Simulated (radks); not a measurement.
Results of a calculation; reference values are marked as such.
Species: Cr20+. Configuration: 1s1 2s2 3d1 (not the ground configuration). Level of theory: scalar-relativistic Kohn-Sham, exchange-only PBE, spin-polarised, spherical densities, point nucleus; open shells are filled with parallel spins first (a radial shooting solver on a logarithmic mesh with Libxc functionals). Some entries of the table are withheld. Estimate them.

| orbital | occ. | eigenvalue (hartree) | <r> (bohr) | r(max) (bohr) |
|---|---|---|---|---|
| 1s up | 1 | (1) | 0.06211 | (2) |
| 1s down | 0 | (3) | 0.06261 | (4) |
| 2s up | 1 | (5) | 0.2573 | 0.2221 |
| 2s down | 1 | (6) | 0.2581 | 0.2229 |
| 3d up | 1 | -24.30463 | 0.4848 | 0.4129 |
| 3d down | 0 | -23.96846 | 0.4844 | 0.4128 |

Answer. 
(1) 1s up eigenvalue (hartree): -272.5870
(2) 1s up r(max) (bohr): 0.04106
(3) 1s down eigenvalue (hartree): -267.4924
(4) 1s down r(max) (bohr): 0.04127
(5) 2s up eigenvalue (hartree): -61.30534
(6) 2s down eigenvalue (hartree): -60.77750
